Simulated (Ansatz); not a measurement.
Reactions of `O[SiH]1NCS1`.

Calculated with Ansatz (gas phase, PBE0-D4/def2-TZVP geometries, no zero-point term in ΔE). CCSD(T)/CBS adds triple-zeta CCSD(T) − MP2 to the extrapolated MP2 energy (def2 sets, frozen cores). This one scheme is used for every species, atoms too. Functionals use def2-TZVPP. Open shells (•) are unrestricted, without spin–orbit coupling. Spin–orbit coupling would lower the free atoms: a little for C, O, S, Si. One conformer a species, not always the lowest.

| reaction | CCSD(T)/CBS(def2) (eV) |
| --- | --- |
| `O[SiH]1NCS1` + CH₄ → `C[SiH]1NCS1` + H₂O | 1.26 |
| `O[SiH]1NCS1` → `NC(=S)[SiH2]O` | 1.16 |
| `O[SiH]1NCS1` → C• + 5 H• + N• + O• + S• + Si• | ? |
| `O[SiH]1NCS1` + SiH₄ → `[SiH3][SiH]1NCS1` + H₂O | 1.34 |
| `O[SiH]1NCS1` + H₂ → `C1N[SiH2]S1` + H₂O | 1.12 |

(1) Fill in the missing values. (Best estimate.)

Largest T1 diagnostic: 0.017, for `NC(=S)[SiH2]O`.

Answers

(1) Computed: `O[SiH]1NCS1` → C• + 5 H• + N• + O• + S• + Si•: +38.79 eV.
